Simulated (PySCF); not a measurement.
**Worked example: refractive index and permittivity of the vapour**

Li(Me) (CH₃Li), SMILES [Li][CH3].

The structure is a stationary point at PBE0-D3(BJ)/def2-TZVPD. The isomer is the one that the SMILES or the coordinates give; other isomers of the formula were not compared.

PySCF with B3LYP/def2-TZVPD gives a mean static polarisability of 38.8 bohr³ and a dipole moment of 5.57 D. Take an ideal gas at 298.15 K and 0.01 bar, whether or not the substance is that volatile.

### Question
Work out n − 1 in the optical limit and the static ε − 1.

### Answer

Polarisability volume α' = 38.8 × 0.148185 = 5.75 Å³. Number density N = p/kT = 2.43e-7 Å⁻³.
Dilute limit of Lorentz–Lorenz: n − 1 = 2π N α' = 8.8e-6.
Orientation term of Debye: μ²/(3kT) = 8.098 Å³ × μ²(D²) = 251.23 Å³.
ε − 1 = 4π N (α' + μ²/3kT) = 0.00078. Orientation of the dipole supplies 98 % of the static response; it can't follow optical fields. Vibrational polarisation and dispersion are left out.
